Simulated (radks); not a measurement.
Polarisability of the tin ion Sn4+, [Kr] 4d10, at imaginary frequency. Calculated with a radial shooting solver on a logarithmic mesh with Libxc functionals: scalar-relativistic Kohn-Sham, LDA (Slater exchange, Perdew-Wang correlation), spin-unpolarised, spherical densities, finite nucleus; Fermi nuclear charge, rms radius 4.6519 fm. Response by self-consistent Sternheimer equations with the Hartree and adiabatic LDA kernel, the relativistic mass of each level held fixed and spin-orbit coupling left out.

| w (hartree) | alpha1(iw) (bohr^3) | alpha2(iw) (bohr^5) |
|---|---|---|
| 0.00266 | 2.429 | 5.234 |
| 0.0143 | 2.429 | 5.233 |
| 0.0360 | 2.428 | 5.229 |
| 0.0697 | 2.425 | 5.215 |
| 0.118 | 2.418 | 5.180 |
| 0.186 | 2.403 | 5.104 |
| 0.280 | 2.372 | 4.955 |
| 0.413 | 2.310 | 4.689 |
| 0.605 | 2.194 | 4.270 |
| 0.892 | 1.990 | 3.694 |
| 1.35 | 1.665 | 3.000 |
| 2.12 | 1.210 | 2.217 |
| 3.59 | 0.6937 | 1.369 |
| 6.94 | 0.2743 | 0.5872 |
| 17.5 | 0.06433 | 0.1237 |

Static values: alpha1 = 2.429 bohr^3 (0.3599 angstrom^3; uncoupled 3.621), alpha2 = 5.234 bohr^5, alpha3 = 15.83 bohr^7. C6 = 9.451, C8 = 91.92, triple-dipole C9 = 16.39 atomic units. One-pole (London) frequency 4 C6 / (3 alpha1^2) = 2.136 hartree, against 2.496 for minus the highest occupied eigenvalue.
